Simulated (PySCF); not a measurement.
Working out the ionisation energy of Ne²⁺

Ne²⁺ [He] 2s2 2p4 (3P) → Ne³⁺ [He] 2s2 2p3 (4S). Calculation: PySCF 2.14, in aug-cc-pCVTZ-DK with one added diffuse shell each of s, p, d, f type (8s7p5d3f, 75 functions); the spin-free X2C one-electron Hamiltonian (Gaussian nucleus). Frozen: nothing. Energies in hartree (1 hartree = 27.21139 eV):

```
            part  Ne²⁺ (lower)  Ne³⁺ (upper)
             UHF   -126.505631   -124.234342
CCSD correlation     -0.222910     -0.175510
             (T)     -0.001856     -0.001122
```

Q: What does Hartree-Fock give?

A: (-124.234342) − (-126.505631) = 2.271289 hartree = 61.805 eV.

Q: What do CCSD and CCSD(T) give?

A: The CCSD correlation energies differ by 0.047400 hartree = 1.290 eV and the triples by 0.000734 hartree = 0.020 eV, so CCSD gives 63.095 eV and CCSD(T) 63.115 eV.

A first-order spin-orbit estimate adds 0.037 eV to CCSD(T) (valence and next inner shell), giving 63.152 eV against 63.423 eV (measured; NIST Atomic Spectra Database, ionization energies).

What remains against the reference includes basis incompleteness and higher excitations.
